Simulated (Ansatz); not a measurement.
C3H8BNO, SMILES `C=C(O)B(C)N`, relaxed with RKS PBE-D4/def2-SVP in the Gaussian-basis code of Ansatz from a rough embedded geometry. The force threshold is 0.03 eV/Å; the program also tests the step.

Total charge 0; spin multiplicity 1.

Start:

```xyz
14

C    -0.983    1.573    0.540
C    -0.520    0.836   -0.396
O    -0.743    1.206   -1.709
B     0.291   -0.534   -0.080
C     0.547   -0.909    1.493
N     0.851   -1.355   -1.148
H    -1.579    2.492    0.255
H    -0.915    1.383    1.574
H    -0.359    0.648   -2.539
H     1.133   -0.088    1.985
H    -0.404   -1.045    1.983
H     1.150   -1.843    1.490
H     1.462   -0.726   -1.707
H     0.068   -1.636   -1.741
```

```json
{"step": "1", "energy (eV)": "-7439.1997", "largest force (eV/Å)": "6.235", "largest move (Å)": "0.000"}
{"step": "2", "energy (eV)": "-7439.8550", "largest force (eV/Å)": "1.589", "largest move (Å)": "0.194"}
{"step": "3", "energy (eV)": "-7439.9691", "largest force (eV/Å)": "0.592", "largest move (Å)": "0.164"}
{"step": "4", "energy (eV)": "-7440.0120", "largest force (eV/Å)": "0.290", "largest move (Å)": "0.067"}
{"step": "5", "energy (eV)": "-7440.0739", "largest force (eV/Å)": "0.704", "largest move (Å)": "0.187"}
{"step": "6", "energy (eV)": "-7440.1816", "largest force (eV/Å)": "1.366", "largest move (Å)": "0.195"}
{"step": "7", "energy (eV)": "-7440.3402", "largest force (eV/Å)": "1.486", "largest move (Å)": "0.192"}
{"step": "8", "energy (eV)": "-7440.5619", "largest force (eV/Å)": "1.287", "largest move (Å)": "0.200"}
{"step": "9", "energy (eV)": "-7440.7202", "largest force (eV/Å)": "1.000", "largest move (Å)": "0.200"}
{"step": "10", "energy (eV)": "-7440.8473", "largest force (eV/Å)": "1.486", "largest move (Å)": "0.195"}
{"step": "11", "energy (eV)": "-7440.9716", "largest force (eV/Å)": "0.798", "largest move (Å)": "0.200"}
{"step": "12", "energy (eV)": "-7441.0293", "largest force (eV/Å)": "0.499", "largest move (Å)": "0.200"}
{"step": "13", "energy (eV)": "-7441.0661", "largest force (eV/Å)": "0.175", "largest move (Å)": "0.200"}
{"step": "14", "energy (eV)": "-7441.0671", "largest force (eV/Å)": "0.678", "largest move (Å)": "0.055"}
{"step": "15", "energy (eV)": "-7441.0736", "largest force (eV/Å)": "0.196", "largest move (Å)": "0.129"}
{"step": "16 (rejected)", "energy (eV)": "-7440.9479", "largest force (eV/Å)": "1.276", "largest move (Å)": "0.127"}
{"step": "17", "energy (eV)": "-7441.0791", "largest force (eV/Å)": "0.311", "largest move (Å)": "0.063"}
{"step": "18", "energy (eV)": "-7441.0813", "largest force (eV/Å)": "0.141", "largest move (Å)": "0.031"}
{"step": "19", "energy (eV)": "-7441.0824", "largest force (eV/Å)": "0.053", "largest move (Å)": "0.008"}
{"step": "20", "energy (eV)": "-7441.0826", "largest force (eV/Å)": "0.029", "largest move (Å)": "0.022"}
```

End:

```xyz
14

C    -0.799    1.847    0.529
C    -0.553    0.895   -0.403
O    -0.941    1.133   -1.710
B     0.260   -0.430   -0.107
C     0.327   -1.085    1.331
N     0.921   -1.018   -1.209
H    -1.309    2.788    0.267
H    -0.462    1.706    1.565
H    -0.956    0.270   -2.164
H     0.788   -0.375    2.052
H    -0.690   -1.294    1.724
H     0.915   -2.025    1.370
H     1.019   -0.542   -2.108
H     1.479   -1.869   -1.139
```

It took 32 s on 4 threads of an Arm Neoverse V1 on a shared host, with 0.17 GiB of host memory at the peak.
